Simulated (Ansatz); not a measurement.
AsS (`S=[As]`) radical, one more setting.

```yaml
crystal:
  periodic: [false, false, false]
  atoms:
    - {symbol: S, position_ang: [0.858098, -0.284322, 0.440319]}
    - {symbol: As, position_ang: [-0.858098, 0.284322, -0.440319]}
basis:
  gaussian: {orbitals: def2-TZVP, fitting: {mean_field: def2-universal-jkfit}}
magnetization: {spin_polarized: true, initial_magnetization: 1}
hamiltonian: {xc: {name: r2SCANh}, dispersion: d3bjatm, pseudopotentials: {relativity: scalar}}
accuracy: high
```

```sh
$ ansatz run in.yaml --threads 2 --pin off --events-out ev --progress --plain --max-ram 32768MiB --backend cpu
```

Shortened log:

```
Functional definition: r2SCANh
394 factors; integrals over basis functions are off by at most 2.8e-1 eV
mean field evaluation 1: about -72230.2094 eV, gradient 1.4e1 eV
mean field evaluation 2: about -72221.8037 eV, gradient 3.9e1 eV
mean field evaluation 4: about -72231.2435 eV, gradient 1.4e0 eV
mean field evaluation 8: about -72231.2526 eV, gradient 5.0e-2 eV
mean field evaluation 16: about -72231.2527 eV, gradient 3.7e-4 eV
mean field -72231.25269626 eV, -2654.4495764861 hartree, gradient 8.4e-8 eV, S^2 0.756569; 3 other end points of the search recorded, 0 dependent functions left out
reference -72231.25269777 eV, -2654.4495765414 hartree; 25, 24 occupied and 60, 61 virtual orbitals, 394 factors
Total energy: -72231.26365640 eV, -2654.4499792636 hartree
Relativity: scalar
```

Hardware: 2 threads of an AMD EPYC 7R13 on a shared host. Wall time 8.5 s, peak host memory 0.29 GiB.
